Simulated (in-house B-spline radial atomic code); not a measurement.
Computed with a B-spline radial atomic code. Model: two electrons, singlet ground state, non-relativistic, full CI in B-splines with partial waves to l = 8 (at full coupling up to 3e-4 hartree above the limit, correlation up to 0.6 % small), density held at that of full coupling by Lieb maximisation.

W(λ) is the mean repulsion in the state of coupling λ less the Hartree energy of the fixed density. Its start is exact exchange, its initial slope is twice the second-order Görling-Levy correlation energy, and its area from 0 to 1 is E_xc. A straight curve means weak, dynamic correlation, and a curve that drops fast and flattens means strong correlation.

Command:
```bash
python run_ac.py task.json out
```
Settings (lengths in bohr, energies in hartree):
```
potential              yukawa
strength               1.49
lmax                   8
second                 0.244
```

Time taken, with all properties: 100 s on 1 thread of Intel(R) Xeon(R) Processor @ 2.30GHz, on a shared host.

**W = mean repulsion less Hartree energy, and W of three functionals.**

Given: confinement screened point charge; nuclear charge 1.49; screening of the nucleus 0.244 1/bohr; external potential -Z exp(-k r)/r.

Computed: LDA exchange minus exact 86.718 millihartree; SCAN exchange minus exact -8.7615 millihartree.

| coupling | W xc (hartree) | W xc minus exchange (millihartree) | kinetic minus Kohn-Sham (millihartree) | LDA (PW92) W minus its exchange (millihartree) | PBE W minus its exchange (millihartree) | SCAN W minus its exchange (millihartree) |
| --- | --- | --- | --- | --- | --- | --- |
| 0 | -0.66362 | 0 | 0 | 0 | 0 | 0 |
| 0.02 | -0.66569 | -2.073 | 0.02 | -10.77 | -1.61 | -1.79 |
| 0.05 | -0.66875 | -5.125 | 0.13 | -21.61 | -4.05 | -4.38 |
| 0.12 | ? | ? | ? | ? | ? | ? |
| 0.25 | -0.6875 | -23.878 | 2.9 | -65.81 | -20.11 | -19.9 |
| 0.4 | -0.69995 | -36.331 | 6.93 | -88.03 | -31.32 | -30.08 |
| 0.6 | -0.71475 | -51.127 | 14.29 | -111.38 | -45.01 | -42.21 |
| 0.8 | -0.72779 | -64.168 | 23.4 | -130.35 | -57.4 | -53 |
| 1 | -0.73936 | -75.736 | 33.78 | -146.38 | -68.64 | -62.71 |
| 1.4 | -0.75893 | -95.307 | 57.13 | -172.49 | -88.25 | -79.54 |
| 2 | ? | ? | ? | ? | ? | ? |
| 3 | -0.80845 | -144.83 | 161.48 | -237.52 | -142.37 | -125.43 |
| 4.5 | -0.83418 | -170.56 | 256.43 | -273.12 | -174.18 | -151.62 |

(1) What belongs in the row 0.12?

(2) What belongs in the row 2?

(3) What is the PBE exchange minus exact?

**Energy parts, natural occupations and partial-wave weights.**

Computed: total energy -0.8223 hartree; exchange energy -0.66362 hartree; correlation energy -0.041952 hartree; kinetic part of the DFT correlation energy 0.033784 hartree; initial slope twice GL2 -0.10438 hartree; Hartree energy 1.3272 hartree; Kohn-Sham kinetic 1.3094 hartree.

```tsv
natural	occupation of the shell (electrons)
s	1.9611
s	?
p	0.013385
d	0.0004813
p	0.00039855
s	0.00029154
```

(4) What belongs in the row s?

| wave | weight |
| --- | --- |
| s | 0.99278 |
| p | 0.0069095 |
| d | ? |
| f | 3.4944e-05 |
| g | 7.794e-06 |

(5) What belongs in the row d?

(6) What is the kinetic part over minus potential part?

(7) What is the Lieb Oxford ratio E_xc over LDA exchange?

Results:

(1) W xc (hartree): -0.67562; W xc minus exchange (millihartree): -11.994; kinetic minus Kohn-Sham (millihartree): 0.71; LDA (PW92) W minus its exchange (millihartree): -40.42; PBE W minus its exchange (millihartree): -9.78; SCAN W minus its exchange (millihartree): -10.12.

(2) W xc (hartree): -0.7817; W xc minus exchange (millihartree): -118.08; kinetic minus Kohn-Sham (millihartree): 95.5; LDA (PW92) W minus its exchange (millihartree): -202.21; PBE W minus its exchange (millihartree): -112.19; SCAN W minus its exchange (millihartree): -99.96.

(3) -1.7355 millihartree.

(4) occupation of the shell (electrons): 0.024164.

(5) weight: 0.00026898.

(6) 0.44607.

(7) 1.223.

Half-way to full coupling W has made 58 % of its drop, against 50 % for a straight line, and second-order (GL2) theory, half the initial slope, overshoots the correlation energy by about 24 %: a moderate bend, as in light atoms. Over couplings 0 to 1 the errors in E_xc come to about +36 millihartree for LDA, +3.2 millihartree for PBE, -1.6 millihartree for SCAN, so SCAN is nearest. In LDA and PBE and SCAN the errors of exchange and correlation have opposite signs, so the sum is smaller than the larger of the two.
